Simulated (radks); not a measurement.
Problem. Species: the argon ion Ar3+. Configuration: [He] 2s2 2p5 3s2 3p3 4s1 (not the ground configuration). Method: non-relativistic Kohn-Sham, MS2 meta-GGA, spin-polarised, spherical densities, point nucleus; open shells are filled with parallel spins first; meta-GGA in the generalised Kohn-Sham scheme; computed with a radial shooting solver on a logarithmic mesh with Libxc functionals. Some entries of the table are withheld. Estimate them.

orbital  occ.  eigenvalue (eV)  <1/r> (bohr^-1)  <r^2> (bohr^2)
1s up       1        -3221.742            17.56        0.009954
1s down     1        -3218.148            17.57        0.009933
2s up       1        -385.0572            3.636          0.1935
2s down     1        -379.1283            3.610          0.1949
2p up       3        -320.4378            3.541          0.1638
2p down     2        -313.1684            3.520          0.1658
3s up       1              (1)            1.153             (2)
3s down     1              (3)            1.130             (4)
3p up       3         -63.0973            1.067           1.862
3p down     0         -56.5265            1.040           1.976
4s up       1         -25.8763           0.4496           9.592

Solution. 
(1) 3s up eigenvalue (eV): -80.4155
(2) 3s up <r^2> (bohr^2): 1.653
(3) 3s down eigenvalue (eV): -73.1915
(4) 3s down <r^2> (bohr^2): 1.724
